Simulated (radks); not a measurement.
Fractional charge and spin in the 4d shell of silver: the spin-up occupation runs from 4 to 5 and the spin-down occupation from 4 to 5; the fullest corner is Ag, [Kr] 5s(up 0.5, down 0.5) 4d(up 5, down 5). Method: scalar-relativistic Kohn-Sham, LDA (Slater exchange, Perdew-Wang correlation), spin-polarised, spherical densities, finite nucleus; Fermi nuclear charge, rms radius of each element as measured or else 0.836 A^(1/3) + 0.57 fm; computed with a radial shooting solver on a logarithmic mesh with Libxc functionals. Energy (eV) above the fullest corner. The planes named below are the two flat planes that join the four corners, with an edge along up + down = one added electron.

| down \ up | 4 | 4.5 | 5 |
|---|---|---|---|
| 4 | 39.578 | 24.720 | 13.218 |
| 4.5 | 24.720 | 13.380 | 5.173 |
| 5 | 13.218 | 5.173 | 0.000 |

Corners above the fullest one (they belong to Ag+ and the next ion): (up 5, down 4) 13.218 eV, (up 4, down 5) 13.218 eV, (up 4, down 4) 39.578 eV. With half an added electron in each spin the energy lies 0.162 eV from the planes, and with half an added electron in spin up alone -1.678 eV. The planes are only a guide here: the flat-plane condition holds for ground states with one frontier orbital, while this shell lies below other occupied shells, so the corners above the fullest one are inner-hole states and not the ground states of those ions.
